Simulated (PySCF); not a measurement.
**Radial density of Cr⁺ (chromium, charge +1)**

UHF, [Ar] 3d4 4p1, one real determinant (an excited configuration). All numbers are calculated (PySCF 2.14, the non-relativistic Hamiltonian (point nucleus), in dyall-av2z (16s12p7d2f, 101 functions)).

| r (bohr) | 4πr²ρ (e/bohr) | 4πr²(ρα − ρβ) |
| --- | --- | --- |
| 0.00121 | 0.1603 | 0.0000 |
| 0.00203 | 0.4365 | -0.0001 |
| 0.00341 | 1.155 | -0.0001 |
| 0.00574 | 2.925 | -0.0004 |
| 0.00965 | 6.858 | -0.0008 |
| 0.0162 | 14.18 | -0.0017 |
| 0.0273 | 23.76 | -0.0026 |
| 0.0459 | 28.59 | -0.0024 |
| 0.0772 | 23.52 | 0.0004 |
| 0.130 | 24.28 | 0.0235 |
| 0.218 | 31.19 | 0.2309 |
| 0.368 | 15.58 | 1.1580 |
| 0.618 | 11.72 | 2.8491 |
| 1.04 | 10.58 | 2.9365 |
| 1.75 | 2.255 | 1.2193 |
| 2.94 | 0.4599 | 0.4481 |
| 4.95 | 0.1480 | 0.1480 |
| 8.32 | 0.008778 | 0.0088 |
| 14.0 | 1.319e-05 | 0.0000 |

⟨L²⟩ = 8.01 against 12 for a pure F term, so this real determinant mixes terms.

(1) Where is the radial spin density 4πr²(ρα − ρβ) most negative, and why is it negative at all?

Results:

(1) Around r = 0.0273 bohr, down to -0.0026 e/bohr: exchange with the open shell polarises the paired shells in an unrestricted calculation.
